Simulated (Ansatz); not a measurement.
Species: H₆AlN₃, SMILES `[NH2][Al]([NH2])[NH2]` (charge 0, multiplicity 1).

**Question.** Give a relaxed geometry from B3LYP-D3(BJ)/def2-TZVP run with Ansatz (a first-principles code).

**Answer.** the end point of this relaxation (outside a Z-matrix the atoms follow the SMILES, hydrogens last).
Z-matrix (Å, degrees):
```
Al
N 1 1.7744
H 2 1.0069 1 125.03
H 2 1.0069 3 110.00 1 179.80
N 1 1.7744 2 119.98 3 -169.56
H 5 1.0069 1 125.03 2 -169.60
H 5 1.0069 6 110.00 1 179.90
N 1 1.7744 2 120.02 3 10.44
H 8 1.0069 1 125.03 2 10.50
H 8 1.0069 9 109.99 1 179.91
```
